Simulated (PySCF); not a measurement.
**Radial density of Pb- (lead, charge -1)**

r2SCANh, [Xe] 4f14 5d10 6s2 6p3, high-spin 4S determinant. Computed with PySCF 2.14 in aug-cc-pwCVTZ-PP with ECP60MDF, with a scalar-relativistic core potential. This is the valence pseudo-density: the core potential removes the inner electrons and smooths the orbitals near the nucleus.

| r (bohr) | 4πr²ρ (e/bohr) | 4πr²(ρα − ρβ) |
| --- | --- | --- |
| 0.0194 | 1.928e-05 | 0.0000 |
| 0.0326 | 3.805e-05 | 0.0000 |
| 0.0549 | 5.896e-05 | 0.0000 |
| 0.0924 | 0.0001808 | 0.0000 |
| 0.155 | 0.001691 | 0.0000 |
| 0.261 | 0.03564 | 0.0003 |
| 0.439 | 1.481 | 0.0128 |
| 0.739 | 16.79 | 0.1156 |
| 1.24 | 14.33 | -0.0696 |
| 2.09 | 3.738 | 0.6817 |
| 3.52 | 1.122 | 0.8038 |
| 5.92 | 0.2302 | 0.2234 |
| 9.95 | 0.01869 | 0.0187 |
| 16.7 | 4.356e-05 | 0.0000 |

Energies and moments cover only the electrons outside the core potential. Spin-orbit coupling, which splits the p, d and f shells strongly at this Z, is absent. Spin-orbit coupling is strong in this species (close to jj coupling), so the high-spin LS determinant is a model state, not a physical level. At r2SCANh the highest occupied level has a positive energy, so only the finite basis holds that electron; in a semilocal or global hybrid functional this comes from self-interaction and does not mean that the real anion is unbound.

Task: Where is the radial spin density 4πr²(ρα − ρβ) most negative, and why is it negative at all?

Result: Around r = 1.24 bohr, down to -0.0696 e/bohr: exchange with the open shell polarises the paired shells in an unrestricted calculation.
